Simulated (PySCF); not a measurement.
Si(H)(Cl)3 cation (Cl₃HSi), SMILES [SiH](Cl)(Cl)Cl (connectivity only; charge and spin as stated), charge +1, multiplicity 2. Atoms are numbered in the order given.

```xyz
5

Si     0.0000     0.0000     0.2293
Cl    -1.7181    -0.9920    -0.0988
Cl     0.0000     1.9839    -0.0988
Cl     1.7181    -0.9920    -0.0988
H      0.0000     0.0000     1.8285
```
Charge +1, spin multiplicity 2.

Coordinates come from a r2SCAN-D4/def2-SVP optimisation. The spin state was assumed, not searched. The isomer is the one that the SMILES or the coordinates give; other isomers of the formula were not compared.

Computed with PBE0/pcH-1 run with PySCF.

Unrestricted Kohn–Sham, ⟨S²⟩ = 0.758. Hyperfine tensors hold the contact and dipolar terms, without spin-orbit corrections.

Computed hyperfine couplings:
```csv
nucleus,A(iso) (MHz),A(iso) (G),dipolar principal values (MHz)
29Si no. 1,108.1,38.6,"-12.6, 6.3, 6.3"
35Cl no. 2,-0.1,0.0,"-38.5, -37.0, 75.6"
35Cl no. 3,-0.1,0.0,"-38.5, -37.0, 75.6"
35Cl no. 4,-0.1,0.0,"-38.5, -37.0, 75.6"
1H no. 5,835.3,298.0,"-8.0, -8.0, 15.9"
```

**Question.** And the g tensor (effective nuclear charges for spin-orbit coupling, GIAO)? (The exact figures need the calculation; the answer reports its results.)

**Answer.** principal values 2.0158, 2.0543, 2.0543; isotropic 2.0414.
